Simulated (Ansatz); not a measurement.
C2H4OSi can be A, `C1=C[SiH2]O1`, or B, `C#C[SiH2]O`.

Program: Ansatz. Geometries: PBE0-D4/def2-TZVP. ΔE: electronic, gas phase. CCSD(T)/CBS adds triple-zeta CCSD(T) − MP2 to the extrapolated MP2 energy (def2 sets, frozen cores). Functionals use def2-TZVPP. B3LYP here is the variant with VWN-RPA as its local correlation; programs differ in this. Each species was taken in one conformer, which may not be the lowest.

Q: Which is lower in electronic energy at CCSD(T)/CBS, and by how much? (An estimate is asked.)

A: Computed: B, by 8.1 kcal/mol.

Q: Give E(B) − E(A) in kcal/mol with BLYP-D4, B2PLYP, B3LYP-D4, PBE0-D4, HF/def2-TZVPP, PBE-D4, CCSD(T)/def2-TZVPP. (Best estimate.)

A: Ansatz gave: BLYP-D4 -7.5, B2PLYP -8.4, B3LYP-D4 -6.8, PBE0-D4 0.0, HF/def2-TZVPP -11.7, PBE-D4 0.0, CCSD(T)/def2-TZVPP -7.6. None reverses the order clearly.

Q: Does the order hold for the free energy at 298.15 K (harmonic terms from PBE0-D4)? (An estimate is asked.)

A: Computed: Yes: G(B) − G(A) = -10.8 kcal/mol, for one conformer each.

Largest T1 diagnostic: 0.014.

In def2-TZVPP, CCSD(T) changes the Hartree–Fock value by +4.1 kcal/mol (the triples alone add +0.7 kcal/mol) and MP2 by +2.7 kcal/mol. At CCSD(T), def2-SVP lies +3.7 kcal/mol from the extrapolated value and def2-TZVPP +0.5 kcal/mol.
